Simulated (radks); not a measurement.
Excited configurations of Hg XLVI: one electron is placed in a higher orbital outside [Ar] 3d10 4s2 4p4. The ground configuration is [Ar] 3d10 4s2 4p5. Calculated with a radial shooting solver on a logarithmic mesh with Libxc functionals: scalar-relativistic Kohn-Sham, SCAN, spin-polarised, spherical densities, finite nucleus; open shells are filled with parallel spins first (spin-orbit coupling, left out, can overturn this in heavy ions); meta-GGA in the generalised Kohn-Sham scheme; Fermi nuclear charge, rms radius 5.4648 fm. Excitation = E - E(ground); binding = E(ion) - E, where the ion is the core of charge +46; n* = 46/sqrt(2 binding) in atomic units. These energies are relativistic, and a one-electron ion of charge +46 with no core already has n* below n in this formula (scalar-relativistic equation, point nucleus: 5d 4.986, 6p 5.969, 7p 6.968, 7d 6.983, 7f 6.990).

| outer orbital | excitation (eV) | binding (eV) | n* | eigenvalue (eV) | <r> (bohr) |
|---|---|---|---|---|---|
| 5d | 1115.2 | 1341.7 | 4.632 | -1328.4 | 0.6399 |
| 6p | 1490.1 | 966.85 | 5.457 | -958.98 | 0.9546 |
| 7p | 1766.6 | 690.33 | 6.458 | -684.41 | 1.342 |
| 7d | 1804.3 | 652.67 | 6.642 | -646.51 | 1.375 |
| 7f | 1836.1 | 620.84 | 6.810 | -614.48 | 1.381 |

The Delta-SCF ionisation energy is 2456.9 eV (NIST Atomic Spectra Database: 2412 eV, theoretical). Self-interaction in the functional shifts the binding energies and quantum defects, so they are the method's values and not measured ones. Open shells are spherical and high-spin; term and fine-structure splittings are not resolved. Spin-orbit splitting is averaged out at the scalar-relativistic level.
